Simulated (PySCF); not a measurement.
Highest orbital energy against ionisation energy along the third row

Calculated with PySCF 2.14, no spin-orbit coupling. Each cell gives −ε(HOMO) / ΔSCF in eV; NIST values include spin-orbit coupling, (s) semi-empirical, (t) theoretical.

| species | UHF | LDA | PBE | PBE0 | r2SCAN | NIST (lowest levels) |
| --- | --- | --- | --- | --- | --- | --- |
| Mg⁺ (aug-cc-pVQZ, non-relativistic) | 14.738 / 14.724 | 11.989 / 15.354 | 11.902 / 15.342 | 12.709 / 15.236 | 12.057 / 15.019 | 15.035 |
| Al⁺ (aug-cc-pV(Q+d)Z, non-relativistic) | 17.750 / 17.521 | 14.895 / 18.899 | 14.785 / 18.763 | 15.739 / 18.656 | 14.935 / 18.380 | 18.829 |
| Si⁺ (aug-cc-pV(Q+d)Z, non-relativistic) | 16.220 / 15.845 | 12.079 / 16.368 | 12.202 / 16.413 | 13.344 / 16.438 | 12.577 / 16.539 | 16.346 |
| P⁺ (aug-cc-pV(Q+d)Z, non-relativistic) | 19.733 / 19.169 | 14.920 / 19.825 | 14.987 / 19.786 | 16.334 / 19.823 | 15.417 / 19.947 | 19.769 (s) |
| S⁺ (aug-cc-pV(Q+d)Z, non-relativistic) | 23.466 / 22.724 | 17.896 / 23.410 | 17.925 / 23.319 | 19.495 / 23.387 | 18.478 / 23.517 | 23.338 |
| Cl⁺ (aug-cc-pV(Q+d)Z, non-relativistic) | 23.659 / 22.597 | 18.350 / 23.983 | 18.374 / 23.850 | 19.956 / 23.845 | 18.719 / 23.807 | 23.814 |
| Ar⁺ (aug-cc-pV(Q+d)Z, non-relativistic) | 27.633 / 26.372 | 21.602 / 27.833 | 21.552 / 27.597 | 23.345 / 27.610 | 21.996 / 27.668 | 27.630 |

Task: How far is −ε(HOMO) from ΔSCF on average for each method, and why?

Result: UHF 0.61 eV; LDA -4.85 eV; PBE -4.76 eV; PBE0 -3.44 eV; r2SCAN -4.39 eV. Hartree-Fock orbital energies lack relaxation and so exceed the ΔSCF value; semilocal functionals have convex E(N) from self-interaction, so their HOMO lies far too high; exact exchange moves hybrids part of the way back.
